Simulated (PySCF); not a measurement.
**Working out the ionisation energy of Ca⁺**

Ca⁺ [Ar] 4s1 (2S) → Ca²⁺ [Ar] (1S). Computed with PySCF 2.14 in x2c-TZVPPall (6s5p3d, 36 functions), with scalar relativity by spin-free X2C-1e. Frozen: [Ne]. Energies in hartree (1 hartree = 27.21139 eV):

```csv
part,Ca⁺ (lower),Ca²⁺ (upper)
UHF,-679.431358,-679.013930
CCSD correlation,-0.191095,-0.176844
(T),-0.002864,-0.002255
```

Q: What does Hartree-Fock give?

A: (-679.013930) − (-679.431358) = 0.417428 hartree = 11.359 eV.

Q: What do CCSD and CCSD(T) give?

A: The CCSD correlation energies differ by 0.014251 hartree = 0.388 eV and the triples by 0.000609 hartree = 0.017 eV, so CCSD gives 11.747 eV and CCSD(T) 11.764 eV.

Measured between the centres of the two terms (NIST): 11.872 eV, so CCSD(T) (valence and next inner shell) is off by -0.108 eV.

What remains against the reference includes basis incompleteness, the frozen core and higher excitations.
